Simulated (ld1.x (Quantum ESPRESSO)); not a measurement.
Results of a calculation; reference values are marked as such.
**Pseudopotentials across the periodic table**

Generated with ld1.x 7.5 (TM, RRKJ, ultrasoft, PAW), atompaw 4.2 or ONCVPSP 4.0.1. The cutoff is in Ry: for ld1.x and atompaw files where the sum of valence levels is converged to 10 mRy in a Bessel basis, for ONCV files where the hardest occupied wave has 1 mHa per electron of residual kinetic energy. The error is the largest all-electron minus pseudo excitation energy over each file’s own four to seven test configurations (ionisations up to +4, promotions, holes and added fractions of an electron), all of which were solved. The labels leave out finer settings (local radius, basis sizes, second energies), which also bear on the numbers. Spin-polarised tests are not counted. The rows are a selection from randomly drawn settings: files with unsolved tests, undetermined cutoffs or missed reference levels are left out.

A true bound ghost makes a file unfit for plane-wave use even where its test errors are small: the radial tests pick states by their node count and pass the ghost by.

```tsv
element	potential	cutoff (Ry)	largest error (meV)	bound ghosts
Li	PAW, PBEsol, scalar-relativistic, rc 1.10/4.30/4.25 (spd), local smoothed, core correction no, reference 1s2 2s1 2p0	45	-42	none
In	RRKJ, PBEsol, scalar-relativistic, rc 1.80/2.30/1.30 (spd), local s, core correction yes, reference 4d10 5s2 5p1	80	-298	none
I	TM, PBEsol, scalar-relativistic, rc 1.40/1.80/1.95 (spd), local s, core correction yes, reference 5s1.75 5p5.25	70	-104	d
Hg	TM, PBE, non-relativistic, rc 2.10/1.55/1.40 (spd), local smoothed, core correction yes, reference 5p6 5d10 6s1.5 6p0	70	-158	s
```

Fill in the row for P: TM semilocal, PBE, non-relativistic, rc 1.10/1.85/1.40 (spd), local s, core correction no, reference 3s2 3p3.

cutoff 70 Ry, largest error +300 meV, bound ghosts: none.

Fill in the row for Se: TM, LDA (PZ), scalar-relativistic, rc 1.35/1.60 (sp), local s, core correction no, reference 4s1.5 4p4.5.

cutoff 40 Ry, largest error +53 meV, bound ghosts: none.
